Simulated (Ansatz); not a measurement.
AlBH₄NSb, SMILES `[BH]1[NH][SbH][AlH]1` at its PBE0-D4/def2-TZVP geometry, where that method's forces vanish. Total charge 0; spin multiplicity 1. Sb: def2 effective core potential.

```csv
atom,x (Å),y (Å),z (Å)
B1,-0.080,-1.218,0.025
N2,-1.089,-0.276,0.227
Sb3,-0.745,1.720,-0.343
Al4,1.388,0.124,-0.742
H5,-0.234,-2.377,0.296
H6,-1.992,-0.533,0.610
H7,-0.119,2.187,1.192
H8,2.870,0.373,-1.267
```

(1) For each bond, give half the difference of the two atoms' forces along it (eV/Å; positive pushes the atoms apart) under PBE-D4, r2SCAN-D4, B3LYP-D4, ωB97M-V in def2-TZVPP. (Estimate.)

Answers

(1) Computed: 
```json
{"bond": "B1–N2", "length (Å)": "1.395", "PBE-D4": "0.11", "r2SCAN-D4": "0.13", "B3LYP-D4": "0.02", "ωB97M-V": "0.10"}
{"bond": "B1–Al4", "length (Å)": "2.131", "PBE-D4": "-0.05", "r2SCAN-D4": "0.01", "B3LYP-D4": "0.11", "ωB97M-V": "0.02"}
{"bond": "B1–H5", "length (Å)": "1.200", "PBE-D4": "0.00", "r2SCAN-D4": "-0.07", "B3LYP-D4": "-0.15", "ωB97M-V": "-0.13"}
{"bond": "N2–Sb3", "length (Å)": "2.104", "PBE-D4": "0.27", "r2SCAN-D4": "0.12", "B3LYP-D4": "0.29", "ωB97M-V": "-0.04"}
{"bond": "N2–H6", "length (Å)": "1.014", "PBE-D4": "0.20", "r2SCAN-D4": "-0.01", "B3LYP-D4": "-0.08", "ωB97M-V": "-0.06"}
{"bond": "Sb3–Al4", "length (Å)": "2.694", "PBE-D4": "0.21", "r2SCAN-D4": "0.08", "B3LYP-D4": "0.22", "ωB97M-V": "-0.06"}
{"bond": "Sb3–H7", "length (Å)": "1.722", "PBE-D4": "0.21", "r2SCAN-D4": "0.02", "B3LYP-D4": "0.06", "ωB97M-V": "-0.13"}
{"bond": "Al4–H8", "length (Å)": "1.592", "PBE-D4": "0.06", "r2SCAN-D4": "-0.04", "B3LYP-D4": "-0.13", "ωB97M-V": "-0.09"}
```

B3LYP here is the variant with VWN-RPA as its local correlation; programs differ in this.
